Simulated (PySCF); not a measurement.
Computed Raman spectrum (relative Raman activity) of a molecule C3H4BFO. Geometry: B3LYP-D3(BJ)/def2-SVP. Other conformers were not sampled. All values below come from B3LYP-D3(BJ)/def2-SVP in PySCF 2.14.0. No scaling factor is applied to the harmonic values.

ν (cm⁻¹): 119 (vw), 591 (vw), 886 (vw), 1093 (m), 1368 (w), 1430 (vw), 2048 (vw), 3104 (s), 3126 (vs), 3213 (s), 3877 (m) (against the strongest line: vs over 80 %, s over 45 %, m over 15 %, w over 4 %, vw less)

Question: Identify the compound among the candidates.
(A) C=C1CB(F)O1
(B) C=C=CB(O)F
(C) CC#CB(O)F
(D) C=CB(F)C=O

Answer: B, C=C=CB(O)F
